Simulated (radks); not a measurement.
The numbers below are computed, except where a source is named.
Ionisation of neutral neon, [Ne], to Ne+, [He] 2s2 2p5, under several functionals. Non-relativistic Kohn-Sham, spin-unpolarised, spherical densities, point nucleus; a radial shooting solver on a logarithmic mesh with Libxc functionals.

functional                                        E(Ne) (hartree)  Exc (hartree)  IE (eV)  -e(HOMO) (eV)  <r> HOMO (bohr)  IE error (eV)
XLYP                                                   -129.04169      -12.55332   22.566         13.424           0.9835         +1.001
Wu-Cohen GGA                                           -128.70949      -12.21470   22.479         13.328           0.9798         +0.914
B86b exchange with PBE correlation                     -128.95040      -12.46314   22.534         13.383           0.9809         +0.969
RPBE                                                   -128.95809      -12.47032   22.431         13.287           0.9823         +0.867
LDA (Slater exchange, Perdew-Zunger correlation)       -128.22728      -11.70347   22.668         13.545           0.9817         +1.104
PW91                                                   -128.94658      -12.45991   22.604         13.449           0.9808         +1.039

NIST Atomic Spectra Database: 21.565 eV (measured). Closest: RPBE. The Delta-SCF values span 0.24 eV, the total energies 0.81 hartree. The highest occupied level is 2p. Spin polarisation and multiplet splitting are left out, so open shells lie too high by an amount that depends on their filling.

Beside tabulated values, note that spin-unpolarised runs miss the spin-polarisation part of the exchange energy of open shells.
